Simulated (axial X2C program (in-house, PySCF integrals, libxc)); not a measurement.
**AsF⁺: from Re and ωe to a spectrum**

A bond curve at the PBE0 level, non-relativistic, was computed with an axial X2C code built on PySCF integrals (basis As dyall-v3z [8s8p5d1f], F dyall-v3z [6s5p2d1f] (cores contracted in-house)) for the state M_S = 1/2, Λ = 1 (beyond evenly filled blocks: π+α). Its fit gives Re = 1.6609 Å, ωe = 838.2 cm⁻¹, ωexe = 3.26 cm⁻¹ and αe = 2.405e-03 cm⁻¹; the masses are 74.9216 and 18.9984 u. The Hamiltonian is X2C with the speed of light multiplied by 100, the non-relativistic limit, so these are model numbers and not those of the real molecule.

Find the reduced mass, Be and the force constant.

From the PBE0 values: μ = 15.1554 u. Be = 16.8576/(μ Re²) = 0.4032 cm⁻¹. k = 5.8918×10⁻⁷ μ ωe² = 6.27 mdyn/Å.

Estimate the centrifugal constant by the Kratzer relation.

D = 4Be³/ωe² = 3.73e-07 cm⁻¹.

Estimate De from a Morse curve and compare with the computed well depth of 4.607 eV to As+ + F.

De(Morse) = ωe²/(4ωexe) = 6.680 eV against 4.607 eV computed, a ratio of 1.45. The extrapolation overshoots: the well softens faster than a Morse curve, or the lowest atomic limit lies below the one to which the curve heads.

A Morse curve ties αe to the other constants (Pekeris). How well does that hold?

αe(Morse) = 6Be²/ωe × (√(ωexe/Be) − 1) = 2.145e-03 cm⁻¹; the PBE0 curve gives 2.405e-03 cm⁻¹, a ratio of 0.89.

Where do the fundamental and the first overtone lie?

ν(1←0) = ωe − 2ωexe = 831.7 cm⁻¹; ν(2←0) = 2ωe − 6ωexe = 1656.8 cm⁻¹.

The state is one determinant whose occupation by symmetry is held fixed; it was picked as the lowest of a PBE0 search that is not exhaustive. Dissociation energies refer to the lowest single-determinant-based atoms at the same level and basis. Without a current term, density functionals place determinants with orbital angular momentum somewhat too high.
